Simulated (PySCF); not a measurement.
Job for PySCF: R-HF/STO-3G on CH5BOSe (SMILES COB[SeH]), a point of a torsion scan.

```python
from pyscf import gto, scf, dft, mp
from pyscf.data.elements import chemcore

mol = gto.M(
    atom='''
    C    -1.12856289   -0.57709994    0.05570578
    O    -0.47544781   -1.02516715   -1.10611166
    B     0.81927412   -1.27704927   -1.21960100
    Se    1.37105600   -1.87672591   -2.96291612
    H    -0.42921386   -0.45412212    0.88595162
    H    -1.89367191   -1.30772330    0.32635145
    H    -1.60842714    0.37893236   -0.16375217
    H     1.61409665   -1.16217914   -0.36177025
    H     0.07076578   -1.83279855   -3.56911130
    ''',
    basis='sto-3g',
    charge=0, spin=0, verbose=3, max_memory=1800)
mf = scf.RHF(mol)
mf.conv_tol = 1e-8
mf.max_cycle = 100
mf.kernel()
if not mf.converged:
    mf = mf.newton().run(mf.mo_coeff, mf.mo_occ)
```

**Question.** What total energy does the run end on?

**Answer.** -2512.1604 hartree.
